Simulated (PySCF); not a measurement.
C8H11 (doublet state).
Cartesian coordinates in Å at the GFN2-xTB level; atoms count from 1:
```xyz
19
C8H11 angstrom
C     -1.787   -0.636    0.907
C     -1.273   -0.513   -0.470
C     -1.220    0.979   -0.721
C     -0.109    1.691   -0.608
C      1.228    1.105   -0.267
C      1.118   -0.329    0.160
C      1.804   -0.835    1.171
C      0.130   -1.119   -0.641
H     -1.108   -0.542    1.733
H     -2.840   -0.564    1.100
H     -1.968   -0.973   -1.183
H     -2.164    1.453   -0.947
H     -0.123    2.759   -0.781
H      1.872    1.172   -1.154
H      1.705    1.704    0.514
H      2.492   -0.240    1.749
H      1.711   -1.869    1.459
H      0.399   -1.069   -1.700
H      0.123   -2.164   -0.330
```

The hyperfine couplings belong to this conformer and change with its torsions.

The species is `[CH2][C@@H]1CC(=C)CC=C1` [radical].

Level of theory: UKS B3LYP, pcH-1 on C H, non-relativistic, mean-field spin-orbit, GIAO (PySCF 2.14.0). The structure is a single GFN2-xTB conformer in the gas phase; no vibrational or solvent corrections. The geometry wasn't refined by DFT: couplings that depend on bond lengths, twists or pyramidal angles can differ widely from those at the functional's own minimum. The SCF solution wasn't tested for stability.

Principal values of hyperfine tensors in MHz (contact and dipolar terms together), for some of the nuclei:

```tsv
atom	isotope	A1	A2	A3
C1	13C	12.89	13.78	250.35
C3	13C	61.82	70.52	86.25
H10	1H	-97.94	-59.91	-21.21
H9	1H	-95.50	-57.99	-19.19
C2	13C	-28.67	-25.35	-23.55
C8	13C	12.83	13.00	18.38
H14	1H	7.03	7.61	10.05
C4	13C	-0.15	1.15	23.49
```

Problem. Split each tensor into its isotropic and traceless parts, and turn a_iso into mT with g = 2.0025.

Solution. a_iso is a third of the trace, T = A − a_iso, and a(mT) = a(MHz)/(g × 13.996).

```json
{"atom": "C1", "a_iso (MHz)": "92.34", "a_iso (mT)": "3.295", "T1": "-79.45", "T2": "-78.56", "T3": "158.01"}
{"atom": "C3", "a_iso (MHz)": "72.87", "a_iso (mT)": "2.600", "T1": "-11.04", "T2": "-2.34", "T3": "13.38"}
{"atom": "H10", "a_iso (MHz)": "-59.69", "a_iso (mT)": "-2.130", "T1": "-38.26", "T2": "-0.22", "T3": "38.48"}
{"atom": "H9", "a_iso (MHz)": "-57.56", "a_iso (mT)": "-2.054", "T1": "-37.94", "T2": "-0.43", "T3": "38.37"}
{"atom": "C2", "a_iso (MHz)": "-25.86", "a_iso (mT)": "-0.923", "T1": "-2.81", "T2": "0.50", "T3": "2.31"}
{"atom": "C8", "a_iso (MHz)": "14.74", "a_iso (mT)": "0.526", "T1": "-1.91", "T2": "-1.74", "T3": "3.64"}
{"atom": "H14", "a_iso (MHz)": "8.23", "a_iso (mT)": "0.294", "T1": "-1.20", "T2": "-0.62", "T3": "1.82"}
{"atom": "C4", "a_iso (MHz)": "8.16", "a_iso (mT)": "0.291", "T1": "-8.32", "T2": "-7.01", "T3": "15.33"}
```

Problem. What spin density at the nucleus of H10 lies behind its contact coupling (g_N = 5.58569)?

Solution. a_FC = (2μ0/3) gₑ μB g_N μN ρ(0)/(2S·h) = 800.24 MHz × g_N × ρ(0)/(2S), with ρ in bohr⁻³. With a_FC = -59.69 MHz and 2S = 1, ρ(0) = -0.01335 bohr⁻³. In magnitude that is 4.2 % of the 1/π = 0.318 of a free hydrogen atom.

Problem. H11 (1H, g_N = 5.58569) isn't in the table. Its spin density at the nucleus is 0.006962 bohr⁻³. What is its contact coupling?

Solution. By the same relation, a_FC = 31.1 MHz. Its full tensor has the principal values 26.08, 26.56, 40.71 MHz.

Problem. Which nucleus of the table has the largest anisotropic coupling, and what is its form?

Solution. C1: -79.4, -78.6, 158.0 MHz, axial, in the ratio −1:−1:+2, the form that spin in one p orbital centred on that nucleus gives.

Problem. In a single crystal, with the field along each principal axis of the tensor of C3 in turn, what first-order splitting does this nucleus give (isotropic g, quadrupole terms neglected)?

Solution. 2 lines (I = 1/2), spaced by |A_i|/(g × 13.996): 2.21, 2.52, 3.08 mT along the axes of A1, A2 and A3.

On an Arm Neoverse V2 with one thread, shared host, this took 85 s wall (grids of density and orbitals included) and 1.0 GiB of memory at its peak.
